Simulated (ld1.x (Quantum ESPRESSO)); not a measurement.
# Configuration tests for Mg (TM)

ld1.x (Quantum ESPRESSO) 7.5 input, shortened:

```
&input
   title='Mg', zed=12., rel=1, dft='PBE', iswitch=3,
   config='[Ne] 3s2 3p0'
 /
 &inputp
   pseudotype=2, tm=.true., lloc=0,
   nlcc=.true., rcore=1.75
 /
2
3P  2  1   0.00   0.00  3.10  3.10  0.0
3S  1  0   2.00   0.00  1.70  1.70  0.0
 &test
   configts(1)='3s2 3p0'
 /
```

Energies are relative to the spin-unpolarised reference configuration 3s2 3p0; without spin polarisation the order of configurations can differ from experiment.

```csv
valence configuration,charge,ΔE all-electron (eV),error AE − PS (meV)
3s1.5 3p0,+0.5,3.144,+1.8
3s0 3p2,0,7.183,+46
3s0 3p1,+1,12.328,+106
```

**Question.** What are ΔE and the potential's error for 3s1 3p1?

**Answer.** ΔE = 3.491 eV all-electron; the error (AE − PS) is +6.5 meV.

**Question.** What are ΔE and the potential's error for 3s1 3p0?

**Answer.** ΔE = 7.960 eV all-electron; the error (AE − PS) is +12 meV.

Levels in the configuration 3s0 3p2:

```json
{"level": "3p", "all-electron (eV)": "-2.662", "pseudo (eV)": "-2.630"}
```
